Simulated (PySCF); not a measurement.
A structure optimised at PBE0-D3(BJ)/def2-SVP, used in a PySCF frequency run:

```
C
H 1 1.1014
H 1 1.1014 2 106.77
C 1 1.5196 2 112.45 3 123.78
H 4 1.1003 1 112.19 2 179.99
H 4 1.1003 5 107.09 1 123.51
H 4 1.1028 5 107.27 6 114.88
In 1 2.1552 2 105.38 3 -111.70
Cl 8 2.3486 1 126.24 2 56.11
Cl 8 2.3526 1 122.07 2 -123.91
```

Task: Write its SMILES and formula.

Result: C[CH2][In]([Cl])[Cl], C₂H₅Cl₂In

Task: What are its rotational constants (standard atomic weights)?

Result: 2.0944, 1.3550, 0.83127 GHz
